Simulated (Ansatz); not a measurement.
Geometry optimisation, RKS BLYP-D4/STO-3G in Ansatz 0.2.0.

Input:

```yaml
crystal:
  periodic: [false, false, false]
  atoms:
    - { symbol: C, position_ang: [-0.0018, 1.7651, 1.0751] }
    - { symbol: C, position_ang: [0.4044, 0.5743, 0.818] }
    - { symbol: F, position_ang: [1.6765, 0.3336, 1.0834] }
    - { symbol: C, position_ang: [-0.3594, -0.5425, 0.3009] }
    - { symbol: Si, position_ang: [0.0594, -1.184, -1.4003] }
    - { symbol: H, position_ang: [-1.0839, 2.1005, 0.8843] }
    - { symbol: H, position_ang: [0.6453, 2.5728, 1.4565] }
    - { symbol: H, position_ang: [-1.4506, -0.2412, 0.2678] }
    - { symbol: H, position_ang: [-0.3624, -1.3626, 1.0638] }
    - { symbol: H, position_ang: [1.4538, -1.6896, -1.3668] }
    - { symbol: H, position_ang: [-0.8525, -2.2888, -1.7649] }
    - { symbol: H, position_ang: [-0.0519, -0.0928, -2.3837] }
basis:
  gaussian: { orbitals: STO-3G }
hamiltonian:
  xc: blyp
  dispersion: d4
relax:
  f_tol: 0.02
  max_steps: 40
scf:
  lower_state_search: "off"
```

Command:

```bash
$ ansatz run input.yaml --threads 1 --pin off --max-ram 2048MiB --backend cpu --events-out ev --progress --plain --runs-dir out
```

Problem. Where does it end, and by what steps?

Solution. The run converged. The force dipped under the threshold on the way, but the program's further checks kept it going. Limits of this set-up: minimal basis. After 10 steps the energy has fallen by 0.766 eV; F3 moved furthest, 0.16 Å.

```json
{"step": "0", "energy less start (eV)": "0.0000", "largest force component (eV/Å)": "6.664", "accepted": "yes"}
{"step": "1", "energy less start (eV)": "-0.7052", "largest force component (eV/Å)": "0.954", "accepted": "yes"}
{"step": "2", "energy less start (eV)": "-0.7572", "largest force component (eV/Å)": "0.336", "accepted": "yes"}
{"step": "3", "energy less start (eV)": "-0.7609", "largest force component (eV/Å)": "0.208", "accepted": "yes"}
{"step": "4", "energy less start (eV)": "-0.7620", "largest force component (eV/Å)": "0.291", "accepted": "yes"}
{"step": "5", "energy less start (eV)": "-0.7654", "largest force component (eV/Å)": "0.090", "accepted": "yes"}
{"step": "6", "energy less start (eV)": "-0.7657", "largest force component (eV/Å)": "0.078", "accepted": "yes"}
{"step": "7", "energy less start (eV)": "-0.7659", "largest force component (eV/Å)": "0.029", "accepted": "yes"}
{"step": "8", "energy less start (eV)": "-0.7660", "largest force component (eV/Å)": "0.016", "accepted": "yes"}
{"step": "9", "energy less start (eV)": "-0.7661", "largest force component (eV/Å)": "0.024", "accepted": "yes"}
{"step": "10", "energy less start (eV)": "-0.7662", "largest force component (eV/Å)": "0.017", "accepted": "yes"}
```

```xyz
12
Properties=species:S:1:pos:R:3
C -0.003 1.854 1.029
C 0.425 0.568 0.876
F 1.731 0.206 1.169
C -0.451 -0.607 0.343
Si 0.059 -1.168 -1.402
H -1.041 2.131 0.793
H 0.669 2.646 1.392
H -1.508 -0.277 0.344
H -0.371 -1.463 1.047
H 1.454 -1.578 -1.399
H -0.768 -2.293 -1.813
H -0.118 -0.075 -2.344
```

Whether the end is a true minimum wasn't checked by a vibrational analysis.

Time of the run: 22 s on 1 thread of Arm Neoverse V1, on a shared host, peak memory 0.11 GiB.
